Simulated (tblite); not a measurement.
A geometry optimisation, step by step.

C₂H₈FGe₂ (doublet state).
Numbering: `[F:1][CH2:2][C@@H:3]([GeH2:4])[GeH3:5]` (hydrogens: H6, H7 on C2; H8 on C3; H9, H10 on Ge4; H11, H12, H13 on Ge5)

Computed with GFN2-xTB (tblite), gas phase: L-BFGS steps from a force-field or distance-geometry start until the largest atomic force falls under 0.01 eV/Å. 11 of its 98 geometries are shown.

Step 0: E = -459.0356 eV, largest atomic force 1.442 eV/Å
```
atom  x, y, z in Å  |  force x, y, z in eV/Å
F1     -0.925    2.248   -1.085    0.020  -0.131  -0.116
C2      0.105    1.451   -0.672    0.586  -0.616   0.825
C3     -0.403    0.347    0.266    0.097   1.082   0.273
Ge4    -1.653   -0.810   -0.696   -1.330   0.175  -0.530
Ge5     1.068   -0.722    0.947    0.495  -0.594   0.197
H6      0.839    2.078   -0.121   -0.297   0.031  -0.344
H7      0.610    1.005   -1.552   -0.364   0.293   0.188
H8     -0.934    0.816    1.128    0.280  -0.199  -0.553
H9     -0.913   -1.484   -1.880    0.247  -0.247   0.194
H10    -2.166   -1.918    0.283    0.361  -0.112  -0.083
H11     0.516   -1.821    1.882    0.328   0.442  -0.370
H12     2.045    0.190    1.722   -0.220  -0.341  -0.221
H13     1.806   -1.380   -0.239   -0.202   0.218   0.541
```

Step 10: E = -459.2669 eV, largest atomic force 0.153 eV/Å
```
atom  x, y, z in Å  |  force x, y, z in eV/Å
F1     -0.933    2.206   -1.087    0.007   0.011  -0.088
C2      0.125    1.440   -0.641   -0.061   0.028  -0.021
C3     -0.409    0.372    0.267    0.071  -0.108   0.081
Ge4    -1.770   -0.741   -0.748    0.025   0.044   0.031
Ge5     1.058   -0.746    0.940    0.034  -0.019   0.016
H6      0.829    2.118   -0.142   -0.032   0.051   0.003
H7      0.599    1.012   -1.532   -0.005   0.023  -0.004
H8     -0.920    0.834    1.113   -0.020   0.061   0.021
H9     -0.904   -1.516   -1.800    0.023   0.002  -0.010
H10    -2.090   -1.923    0.232    0.000   0.004  -0.004
H11     0.567   -1.804    1.867   -0.001  -0.032   0.006
H12     2.029    0.127    1.695   -0.037  -0.033  -0.029
H13     1.815   -1.380   -0.181   -0.004  -0.032  -0.003
```

Step 19: E = -459.2763 eV, largest atomic force 0.131 eV/Å
```
atom  x, y, z in Å  |  force x, y, z in eV/Å
F1     -0.958    2.160   -1.145   -0.058   0.011  -0.001
C2      0.120    1.454   -0.642   -0.073  -0.001  -0.025
C3     -0.395    0.391    0.286    0.021  -0.126   0.031
Ge4    -1.756   -0.719   -0.737   -0.001  -0.007   0.017
Ge5     1.053   -0.773    0.938    0.033   0.060   0.014
H6      0.775    2.182   -0.150    0.005  -0.005  -0.037
H7      0.614    1.020   -1.518    0.121  -0.003   0.035
H8     -0.897    0.863    1.133    0.008  -0.011  -0.001
H9     -0.881   -1.496   -1.789    0.006   0.035   0.014
H10    -2.086   -1.918    0.226    0.012   0.031  -0.003
H11     0.572   -1.839    1.869   -0.025   0.054  -0.033
H12     2.030    0.099    1.690   -0.006  -0.063  -0.017
H13     1.806   -1.423   -0.180   -0.044   0.024   0.006
```

Step 29: E = -459.2891 eV, largest atomic force 0.061 eV/Å
```
atom  x, y, z in Å  |  force x, y, z in eV/Å
F1     -1.009    2.028   -1.247   -0.016   0.036  -0.042
C2      0.105    1.461   -0.646   -0.006   0.002   0.005
C3     -0.368    0.404    0.312   -0.031  -0.027   0.002
Ge4    -1.742   -0.687   -0.711    0.001  -0.029   0.008
Ge5     1.061   -0.789    0.934    0.011   0.016   0.018
H6      0.656    2.279   -0.172    0.026   0.038   0.040
H7      0.699    1.040   -1.464    0.030  -0.034   0.012
H8     -0.857    0.873    1.167    0.005   0.021   0.005
H9     -0.842   -1.423   -1.767   -0.031  -0.012  -0.021
H10    -2.071   -1.901    0.233    0.015  -0.017   0.000
H11     0.528   -1.838    1.852   -0.006   0.013   0.008
H12     2.081    0.019    1.695   -0.001  -0.036  -0.036
H13     1.755   -1.464   -0.204    0.004   0.028   0.000
```

Step 39: E = -459.2928 eV, largest atomic force 0.048 eV/Å
```
atom  x, y, z in Å  |  force x, y, z in eV/Å
F1     -0.997    1.999   -1.295   -0.016   0.000  -0.019
C2      0.104    1.467   -0.642    0.027  -0.028   0.028
C3     -0.371    0.414    0.321   -0.035   0.000  -0.009
Ge4    -1.745   -0.691   -0.699    0.011   0.002   0.018
Ge5     1.056   -0.786    0.932   -0.002  -0.028  -0.001
H6      0.620    2.305   -0.162    0.020   0.014   0.012
H7      0.738    1.037   -1.425    0.021   0.012  -0.014
H8     -0.858    0.885    1.177   -0.011  -0.009  -0.016
H9     -0.862   -1.415   -1.780   -0.021   0.011   0.004
H10    -2.047   -1.919    0.238    0.017  -0.004   0.000
H11     0.511   -1.826    1.854    0.017   0.003  -0.010
H12     2.108   -0.015    1.679   -0.001   0.033   0.009
H13     1.740   -1.455   -0.216   -0.028  -0.005  -0.001
```

Step 48: E = -459.2950 eV, largest atomic force 0.036 eV/Å
```
atom  x, y, z in Å  |  force x, y, z in eV/Å
F1     -0.977    1.975   -1.330    0.009   0.003   0.001
C2      0.113    1.468   -0.637    0.008  -0.021   0.013
C3     -0.376    0.418    0.324   -0.025  -0.007  -0.003
Ge4    -1.752   -0.694   -0.684    0.003  -0.005  -0.004
Ge5     1.049   -0.785    0.933   -0.014  -0.031  -0.011
H6      0.601    2.320   -0.149   -0.015  -0.002  -0.003
H7      0.780    1.044   -1.395   -0.003   0.000  -0.006
H8     -0.871    0.891    1.174    0.015   0.002   0.007
H9     -0.895   -1.400   -1.792    0.001   0.016  -0.010
H10    -2.011   -1.938    0.246    0.007   0.014   0.003
H11     0.518   -1.830    1.857    0.006   0.013   0.009
H12     2.111   -0.010    1.665    0.004   0.014  -0.001
H13     1.705   -1.458   -0.228    0.004   0.005   0.006
```

Step 58: E = -459.2958 eV, largest atomic force 0.019 eV/Å
```
atom  x, y, z in Å  |  force x, y, z in eV/Å
F1     -0.969    1.958   -1.348    0.001   0.005   0.002
C2      0.114    1.464   -0.634    0.000  -0.001   0.004
C3     -0.381    0.416    0.326    0.008  -0.007   0.004
Ge4    -1.758   -0.691   -0.681    0.000  -0.004   0.003
Ge5     1.044   -0.790    0.931   -0.006  -0.010  -0.007
H6      0.586    2.322   -0.144   -0.002   0.009  -0.003
H7      0.796    1.044   -1.382   -0.004  -0.010   0.001
H8     -0.867    0.890    1.180   -0.003  -0.001  -0.006
H9     -0.903   -1.378   -1.804   -0.005   0.009   0.000
H10    -1.992   -1.938    0.251   -0.003  -0.004  -0.011
H11     0.523   -1.827    1.869    0.002   0.008  -0.002
H12     2.106   -0.005    1.650    0.015   0.011   0.003
H13     1.697   -1.465   -0.231   -0.003  -0.004   0.011
```

Step 68: E = -459.2966 eV, largest atomic force 0.029 eV/Å
```
atom  x, y, z in Å  |  force x, y, z in eV/Å
F1     -0.966    1.954   -1.347    0.007  -0.018   0.008
C2      0.113    1.455   -0.630    0.004   0.007  -0.002
C3     -0.385    0.410    0.330    0.012   0.000   0.000
Ge4    -1.770   -0.685   -0.681    0.028  -0.008   0.000
Ge5     1.048   -0.788    0.939   -0.016  -0.011  -0.009
H6      0.588    2.313   -0.142    0.001  -0.001   0.002
H7      0.795    1.028   -1.374   -0.015   0.010  -0.009
H8     -0.869    0.885    1.185    0.001   0.001  -0.003
H9     -0.922   -1.337   -1.830   -0.009   0.007   0.000
H10    -1.984   -1.957    0.221   -0.004  -0.004  -0.005
H11     0.534   -1.808    1.900    0.016   0.021   0.002
H12     2.118    0.019    1.626   -0.009  -0.018  -0.001
H13     1.694   -1.489   -0.214   -0.018   0.014   0.015
```

Step 78: E = -459.2974 eV, largest atomic force 0.019 eV/Å
```
atom  x, y, z in Å  |  force x, y, z in eV/Å
F1     -0.968    1.933   -1.352    0.001   0.004  -0.001
C2      0.114    1.448   -0.628   -0.006   0.003  -0.002
C3     -0.383    0.406    0.338    0.005  -0.003   0.005
Ge4    -1.774   -0.680   -0.676    0.009  -0.003  -0.016
Ge5     1.049   -0.788    0.950   -0.005  -0.003  -0.006
H6      0.580    2.313   -0.144    0.001  -0.004   0.002
H7      0.800    1.022   -1.368   -0.007   0.000  -0.001
H8     -0.865    0.886    1.191   -0.002   0.003   0.003
H9     -0.943   -1.285   -1.861    0.000   0.004   0.005
H10    -1.969   -1.985    0.182    0.011  -0.002   0.008
H11     0.551   -1.779    1.948   -0.004   0.002  -0.006
H12     2.135    0.023    1.603    0.008   0.002   0.001
H13     1.669   -1.515   -0.199   -0.010  -0.005   0.008
```

Step 87: E = -459.2980 eV, largest atomic force 0.017 eV/Å
```
atom  x, y, z in Å  |  force x, y, z in eV/Å
F1     -0.974    1.936   -1.347   -0.003  -0.001   0.009
C2      0.109    1.448   -0.627    0.002   0.000  -0.002
C3     -0.386    0.409    0.342    0.012  -0.003   0.007
Ge4    -1.768   -0.682   -0.678    0.001  -0.002  -0.002
Ge5     1.045   -0.787    0.958   -0.009  -0.010  -0.011
H6      0.582    2.312   -0.148    0.001   0.000   0.004
H7      0.788    1.017   -1.370    0.009   0.004  -0.004
H8     -0.871    0.888    1.193    0.000   0.011   0.000
H9     -0.942   -1.252   -1.884    0.004   0.002   0.008
H10    -1.925   -2.001    0.165   -0.002  -0.016   0.003
H11     0.551   -1.756    1.980   -0.014   0.005  -0.001
H12     2.154    0.016    1.582   -0.004   0.009  -0.011
H13     1.634   -1.549   -0.184    0.002   0.001   0.001
```

Step 97: E = -459.2986 eV, largest atomic force 0.009 eV/Å
```
atom  x, y, z in Å  |  force x, y, z in eV/Å
F1     -0.981    1.938   -1.338    0.002   0.008  -0.004
C2      0.107    1.450   -0.626    0.000  -0.001  -0.003
C3     -0.385    0.412    0.345    0.006  -0.001   0.004
Ge4    -1.762   -0.687   -0.674   -0.001   0.003  -0.002
Ge5     1.037   -0.792    0.961   -0.005   0.003  -0.007
H6      0.583    2.314   -0.149   -0.004   0.000   0.004
H7      0.782    1.020   -1.373    0.004  -0.002  -0.007
H8     -0.870    0.896    1.195    0.000  -0.007   0.006
H9     -0.933   -1.225   -1.892    0.003  -0.002   0.003
H10    -1.887   -2.024    0.149   -0.002  -0.005   0.001
H11     0.535   -1.732    2.005    0.002   0.003   0.001
H12     2.164    0.011    1.553    0.000   0.001   0.001
H13     1.605   -1.581   -0.174   -0.004  -0.001   0.002
```

**Question.** Summarise the path.

**Answer.** The energy falls by 6.06 kcal/mol from step 0 to step 97; nine tenths of that is first reached at step 17. It falls at every step. The largest force goes from 1.442 to 0.009 eV/Å. Among the bonds C3–Ge4 changes most, from 1.956 to 2.035 Å; the atoms move by 0.243 Å rms after alignment.

The cost below is that of the whole relaxation. Time: 1.7 s of wall time. Hardware: Intel Xeon at 2.50 GHz, one thread, on a shared host.
